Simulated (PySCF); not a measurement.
SMILES Oc1cccc(c1)C=O at its GFN2-xTB optimised geometry (Å):

```
15

O     -1.1970    -2.8539    -0.0050
C     -1.7133    -1.7650    -0.0002
C     -0.9953    -0.4856     0.0000
C     -1.6899     0.7221    -0.0001
C     -0.9885     1.9145    -0.0005
C      0.3940     1.9166    -0.0004
C      1.0977     0.7116     0.0000
O      2.4520     0.7611     0.0002
C      0.3991    -0.4856     0.0000
H     -2.8164    -1.6567     0.0039
H     -2.7695     0.7202     0.0000
H     -1.5204     2.8539    -0.0009
H      0.9526     2.8390    -0.0008
H      2.8164    -0.1329     0.0006
H      0.9159    -1.4360     0.0000
```

Computed with PBE0/def2-TZVP (PySCF).

Map of the electron localisation function on the plane z = 1.2 Å:

```
|0000000000000000000000000000000|
|0000000000000000000000000000000|
|0000000000000000000000000000000|
|0000000000000000000000000000000|
|0000000002310000012200000000000|
|0000000014541000135420000000000|
|0000000014652111246520000000000|
|0000000003554333455310000000000|
|0000000001355676654200000000000|
|0000000002467788764100012100000|
|0000000013677667776200256410000|
|0000012235786323577201698620000|
|0000145446774100366313899520000|
|0000146556763000266313787310000|
|0000024446774101477312454100000|
|0000000124776334687300122100000|
|0000000002576667886200011000000|
|0000000001366677765200000000000|
|0000011001354445554200000000000|
|0000355322332111355410000000000|
|0001487533431000135520000000000|
|0000355334542000012310000000000|
|0000011113554200000000000000000|
|0000000013565420000000000000000|
|0000000013555431000000000000000|
|0000000013454321000000000000000|
|0000000012333210000000000000000|
|0000000001211000000000000000000|
|0000000000000000000000000000000|
|0000000000000000000000000000000|
|0000000000000000000000000000000|
```
Scale: ten equal steps from 0.000 (start of '0') to 0.664 (end of '9'), in the order '0123456789'; x runs from -5.00 to 5.00, y from -5.00 (bottom) to 5.00 (top).
